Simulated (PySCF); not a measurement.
C6H9NO.
SMILES: `CC1=C[C@@H]1N(C)C=O`

A PySCF run (density fitting, gas phase, GFN2-xTB geometry) gave HOMO -5.39 eV, LUMO -1.03 eV, dipole 4.41 D and E = -363.758 Eh.

Problem. Which of these levels was it?
A. B3LYP/pcSseg-1
B. OPBE/cc-pVDZ
C. PBE0/pcSseg-1
D. OPBE/pcSseg-1
E. PBE0/def2-SVPD

Solution. D. It is OPBE/pcSseg-1. All candidates on this geometry:

```
                                                    level and settings           kind  basis functions  SCF cycles     E (Eh)  HOMO (eV)  LUMO (eV)  dipole (D)
                                                          OPBE/cc-pVDZ            GGA              157          17  -363.8315      -5.18      -0.87        4.18
                                                         OPBE/pcSseg-1            GGA              181          18  -363.7585      -5.39      -1.03        4.41
B3LYP/pcSseg-1, level shift 0.3 Eh, fitting basis def2-universal-jkfit  global hybrid              181          14  -363.9196      -6.70      -0.33        4.55
                                                         PBE0/pcSseg-1  global hybrid              181          14  -363.4886      -6.93      -0.10        4.58
                                                        PBE0/def2-SVPD  global hybrid              235          14  -363.2885      -7.05      -0.21        4.70
```

The nearest other candidate, by the summed differences of HOMO and LUMO, is OPBE/cc-pVDZ: its HOMO differs by +0.21 eV and its LUMO by +0.16 eV. Cycle counts include a coarse-grid stage where the run had one.

The values belong to the conformer `[CH3:1][C:2]1=[CH:3][C@@H:4]1[N:5]([CH3:6])[CH:7]=[O:8]`: C3–C4–N5–C6 54°, C4–N5–C7–O8 179°.
